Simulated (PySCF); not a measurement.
C4H3N2, SMILES c1ccn[c]n1, multiplicity 2. Geometry: PBE-D3(BJ)/def2-SVP. The isomer is the one that the SMILES or the coordinates give; other isomers of the formula were not compared.

Calculation: PySCF with PBE-D3(BJ)/def2-SVP.

Harmonic wavenumbers (cm⁻¹): 347, 356, 560, 685, 724, 777, 953, 956, 969, 1048, 1064, 1138, 1207, 1297, 1391, 1416, 1543, 1562, 3090, 3092, 3143. Rotational constants (GHz): 6.798, 6.012, 3.190; symmetry number 2.

Task: Work out the zero-point energy and the ideal-gas rigid-rotor harmonic-oscillator thermochemistry at 298.15 K and 1 atm.

Result: ZPE = ½ Σ hcν = ½ × 27316 cm⁻¹ = 39.05 kcal/mol. H − E(el) = 42.34 kcal/mol. Entropy in cal/(mol K): translation 39.02, rotation 23.94, vibration 4.33, spin 1.38, total 68.66. G − E(el) = 21.87 kcal/mol. Cp = 17.39 cal/(mol K).
